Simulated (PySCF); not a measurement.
C4H8OSi, SMILES CC1=C[C@H]([SiH3])O1.

The structure is a stationary point at B3LYP-D3(BJ)/def2-SVP. The structure was generated by enumeration; whether it is a known compound was not checked.

Vertical ionisation energy (IE) and electron affinity (EA) in eV. Rows of orbital energies are one-electron estimates. Where ΔSCF, EOM or ADC give a negative EA the extra electron is unbound and the value depends on the basis.

| level | IE | EA |
|---|---|---|
| −ε(HOMO), −ε(LUMO), M06-2X/def2-TZVP (PySCF) | 7.69 | -1.36 |
| −ε(HOMO), −ε(LUMO), PBE/def2-TZVP (PySCF) | 5.30 | 0.45 |
